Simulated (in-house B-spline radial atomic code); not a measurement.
The titanium ion Ti⁺: [Ar] 3d1 4s1 7p1 (an excited or competing configuration)

All numbers are computed (Dirac-Hartree-Fock, average of configuration; Fermi nucleus of rms radius 3.5921 fm) with a radial B-spline atomic code at the basis-set limit, not measured.

Screening seen three ways: the hydrogenic charge with the same mean radius, Z_r = [3n² - l(l+1)]/(2<r>), the one with the same energy, Z_e = n√(-2ε), and Slater's rules. Values are occupation-weighted means over j.

| shell | electrons | ε (eV) | <r> (bohr) | Z_r | Z_e | Slater |
| --- | --- | --- | --- | --- | --- | --- |
| 1s | 2 | -5041.2 | 0.06953 | 21.57 | 19.25 | 21.70 |
| 2s | 2 | -611.53 | 0.3222 | 18.62 | 13.41 | 17.85 |
| 2p | 6 | -507.08 | 0.2885 | 17.33 | 12.21 | 17.85 |
| 3s | 2 | -99.941 | 0.9933 | 13.59 | 8.13 | 10.75 |
| 3p | 6 | -69.247 | 1.065 | 11.73 | 6.77 | 10.75 |
| 3d | 1 | -31.31 | 1.284 | 8.18 | 4.55 | 4.00 |
| 4s | 1 | -20.362 | 2.888 | 8.31 | 4.89 | 4.35 |
| 7p | 1 | -1.8655 | 21.51 | 3.37 | 2.59 | 2.00 |

The least bound orbital is 7p3/2 at -1.864 eV, and it is also the most diffuse (<r> = 21.52 bohr).

Spin-orbit splittings of the orbital energies (j = l + 1/2 above j = l - 1/2 when positive): 2p 5.898 eV, 3p 0.7318 eV, 3d 0.04826 eV, 7p 0.003267 eV.

For the 1s electron the small component carries 0.621 % of the norm, the zero-frequency Breit interaction raises the level by 4.903 eV, self-energy by 2.319 eV, and vacuum polarisation lowers it by 0.1802 eV.
